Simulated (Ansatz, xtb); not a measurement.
## Two isomers of GeH7NSSi

Structure a is `N[SiH2][GeH2][SH]`, a singlet and structure b is `[NH2][Ge@@H]([SiH3])[SH]`, a singlet. Both are isolated molecules in the gas phase, relaxed with PBE0-D3(BJ)/def2-SVP; the shapes shown needn't be the lowest conformers.

a (Å):

```
atom    x (Å)    y (Å)    z (Å)
  Ge  -0.7208  -0.9018   0.7043
   N   1.6439   1.0916   2.1779
   S   1.0410  -1.9246  -0.2560
  Si   0.2957   0.0959   2.6277
   H   1.4385   2.0121   1.8025
   H   2.3758   0.6548   1.6244
   H   0.7608  -1.0130   3.5135
   H  -0.6957   0.9478   3.3502
   H  -1.8534  -1.9246   0.9429
   H  -1.2358   0.1563  -0.2971
   H   0.5045  -1.9946  -1.4931
```

b (Å):

```xyz
11

Ge   -0.2713   -1.2968    0.5077
N     0.8239    0.0584   -0.0769
S    -0.7939   -2.5251   -1.2820
Si   -2.2427   -0.3068    1.4056
H     1.0221    0.7758    0.6168
H     1.7006   -0.2574   -0.4857
H     0.3848   -2.3340    1.4525
H    -2.9624    0.4070    0.3078
H    -1.9185    0.6731    2.4898
H    -3.1233   -1.3760    1.9639
H    -1.3045   -1.4739   -1.9602
```

Q: Which of the two would you expect CCSD(T)/def2-SVP + ΔMP2/def2-TZVPP electronic energies to favour?

A: Structure a; the calculation gives E(b) − E(a) = +0.297 eV.

How the difference moves with the method:

```tsv
level	geometry	E(b) − E(a) (eV)	departure from the last row (eV)	job, with rough time for the two
GFN2-xTB	GFN2-xTB	+0.251	−0.046	optimisation, 0.21 s
HF/STO-3G	GFN2-xTB	−0.001	−0.299	single point, 0.38 s
r2SCAN-D4/def2-SVP	GFN2-xTB	+0.266	−0.031	single point, 2.6 s
PBE0-D3(BJ)/def2-SVP	PBE0-D3(BJ)/def2-SVP	+0.302	+0.005	optimisation, 63 s
HF/def2-SVP	PBE0-D3(BJ)/def2-SVP	+0.321	+0.024	part of the CCSD(T) run
MP2/def2-SVP	PBE0-D3(BJ)/def2-SVP	+0.250	−0.047	part of the CCSD(T) run
CCSD(T)/def2-SVP	PBE0-D3(BJ)/def2-SVP	+0.244	−0.053	single point
CCSD(T)/def2-SVP + ΔMP2/def2-TZVPP	PBE0-D3(BJ)/def2-SVP	+0.297		single point, 25 s
```

As drawn, b has 1 Ge–N, 1 Si–H in place of 1 N–Si, 1 Ge–H.

HF/STO-3G finds them nearly level. The largest departure from CCSD(T)/def2-SVP + ΔMP2/def2-TZVPP is that of HF/STO-3G, 0.299 eV. The last row adds to CCSD(T) the change of the MP2 difference between the two basis sets, here +0.053 eV.

With thermal terms from frequencies at re-optimised GFN2-xTB minima (ideal gas, soft modes damped towards free rotors, one conformer each, 298.15 K, 1 atm): the zero-point term adds −0.012 eV; ΔH is +0.292 and ΔG +0.289 eV.

The correlated steps freeze 20 core orbitals; the filled d shell of Ge is correlated, in a basis made for valence electrons. Mirror images aren't counted in ΔG. Run with Ansatz 0.2.0, xtb 6.7.1; the last row on 2 threads of Intel(R) Xeon(R) 6975P-C (Granite Rapids) on a shared host.
